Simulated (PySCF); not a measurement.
C2H5FOSi2, SMILES O=C1C[SiH2][Si@@H]1F.

Geometry optimised at B3LYP-D3(BJ)/def2-SVP. The structure was generated by enumeration; whether it is a known compound was not checked.

Two levels are set side by side: PBE/def2-TZVP (PySCF) and HF/def2-TZVP (PySCF). Same geometry, gas phase. Differences are taken from unrounded values.

| quantity | PBE |
|---|---|
| orbital gap (eV) | 2.40 |
| highest occupied level (eV) | -5.54 |
| lowest empty level (eV) | -3.14 |
| dipole moment (D) | 2.31 |
| mean polarisability (bohr³) | 81.9 |

These are the PBE values. What does HF give? (An estimate is asked for; the answer gives what the named calculation found.)


| quantity | HF | PBE minus HF |
|---|---|---|
| orbital gap (eV) | 11.50 | -9.10 |
| highest occupied level (eV) | -9.97 | 4.44 |
| lowest empty level (eV) | 1.53 | -4.67 |
| dipole moment (D) | 3.17 | -0.85 |
| mean polarisability (bohr³) | 71.5 | 10.3 |

PBE's occupied levels lie high since its potential decays too fast outside the molecule; exact exchange lowers them and widens the gap. Loosely held outer electrons make PBE densities more polarisable. Differences between two approximate levels are no errors against the true value.

Rough cost on one machine, each run with all the roots and properties that it gave: HF against PBE about 1/3.
